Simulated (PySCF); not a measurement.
GaCl2, SMILES [Cl][Ga+][Cl], charge +1. Heavy atoms are numbered as in [Ga+:1]([Cl:2])[Cl:3].

Geometry: PBE0-D3(BJ)/def2-TZVP. The spin state was assumed, not searched. The isomer is the one that the SMILES or the coordinates give; other isomers of the formula were not compared.

All values below come from KT2/pcSseg-2 (PySCF).

GIAO shieldings, no solvent; atoms alike by connectivity are averaged. δ = σ(ref) − σ: ³⁵Cl against HCl (σ = 945.0 ppm), references at their B3LYP-D3(BJ)/def2-TZVP geometries, non-relativistic (without spin–orbit terms, shifts of atoms bonded to Cl or Br come out too high).

Computed chemical shifts:
```json
[
 {"nucleus": "³⁵Cl", "atoms": "Cl2", "count": "2", "δ (ppm)": "196.1"}
]
```
